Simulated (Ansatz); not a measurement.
A nudged elastic band was laid between two geometries of BrH3SSi2 (7 atoms, charge 0, multiplicity 1).

Level of theory: RKS B3LYP-D4/def2-SVP in Ansatz 0.2.0.

- movable images: 9
- climbing image: yes
- spring: 5.0 eV/Å²
- optimiser: quadratic models (default)
- start path: through a guess of the saddle point
- force threshold: 0.05 eV/Å
- iteration limit: 60
- end points: relaxed

First end point:

```xyz
7
Properties=species:S:1:pos:R:3
Br -2.670 1.027 -0.251
Si -0.612 0.344 -0.799
Si 0.894 -0.212 0.784
S -0.139 -1.729 -0.421
H -0.308 0.835 -2.164
H 0.531 -0.195 2.225
H 2.365 -0.138 0.580
```

Last end point:

```xyz
7
Properties=species:S:1:pos:R:3
Br -2.613 0.419 -0.427
Si -0.382 0.655 -0.402
Si 1.070 0.504 1.422
S 0.545 -1.426 -0.096
H 0.012 1.017 -1.794
H -0.149 0.027 2.210
H 1.579 -1.265 -0.958
```

(1) Which bonds break or form, and what moves?

(2) Give the energies along the band, and the barrier.

(3) What is the geometry of the highest image?

(4) What are the harmonic wavenumbers there?

The band took 8 iterations and roughly 4 core-minutes.

## Answers

(1) Bonds broken: Si3–H7. Bonds formed: S4–H7.

(2) The run converged. The highest image is number 5 of 0 to 10, 1.85 eV above the first end and 0.72 eV above the last; the last end lies 1.13 eV above the first. A vibrational analysis at the climbing image gives one clearly imaginary mode, 889i cm⁻¹: a first-order saddle point. The orbitals stay closed-shell, which can raise the energy where a bond breaks towards radicals; this wasn't checked here.

```json
{"image": "0", "path coordinate (Å)": "0.00", "energy (eV)": "0.00", "Si3–H7 (Å)": "1.49", "S4–H7 (Å)": "3.13"}
{"image": "1", "path coordinate (Å)": "0.36", "energy (eV)": "0.06", "Si3–H7 (Å)": "1.48", "S4–H7 (Å)": "3.01"}
{"image": "2", "path coordinate (Å)": "0.71", "energy (eV)": "0.37", "Si3–H7 (Å)": "1.47", "S4–H7 (Å)": "2.73"}
{"image": "3", "path coordinate (Å)": "1.07", "energy (eV)": "0.95", "Si3–H7 (Å)": "1.47", "S4–H7 (Å)": "2.42"}
{"image": "4", "path coordinate (Å)": "1.43", "energy (eV)": "1.54", "Si3–H7 (Å)": "1.51", "S4–H7 (Å)": "2.09"}
{"image": "5", "path coordinate (Å)": "1.78", "energy (eV)": "1.85", "Si3–H7 (Å)": "1.65", "S4–H7 (Å)": "1.71"}
{"image": "6", "path coordinate (Å)": "2.14", "energy (eV)": "1.69", "Si3–H7 (Å)": "1.98", "S4–H7 (Å)": "1.42"}
{"image": "7", "path coordinate (Å)": "2.50", "energy (eV)": "1.58", "Si3–H7 (Å)": "2.27", "S4–H7 (Å)": "1.37"}
{"image": "8", "path coordinate (Å)": "2.86", "energy (eV)": "1.41", "Si3–H7 (Å)": "2.53", "S4–H7 (Å)": "1.35"}
{"image": "9", "path coordinate (Å)": "3.22", "energy (eV)": "1.21", "Si3–H7 (Å)": "2.78", "S4–H7 (Å)": "1.35"}
{"image": "10", "path coordinate (Å)": "3.58", "energy (eV)": "1.13", "Si3–H7 (Å)": "3.01", "S4–H7 (Å)": "1.36"}
```

(3) 
```xyz
7
Properties=species:S:1:pos:R:3
Br -2.591 0.620 -0.127
Si -0.451 0.387 -0.731
Si 1.159 0.423 0.973
S 0.299 -1.602 -0.537
H -0.289 1.002 -2.069
H 0.273 0.091 2.157
H 1.661 -0.990 0.288
```

(4) 889i, 118, 147, 289, 363, 432, 484, 555, 606, 635, 771, 822, 1594, 2098, 2259 cm⁻¹.

Run time: 2.1 min on 2 threads of Intel(R) Xeon(R) 6975P-C (Granite Rapids), with other jobs on the host, peak memory 0.26 GiB.
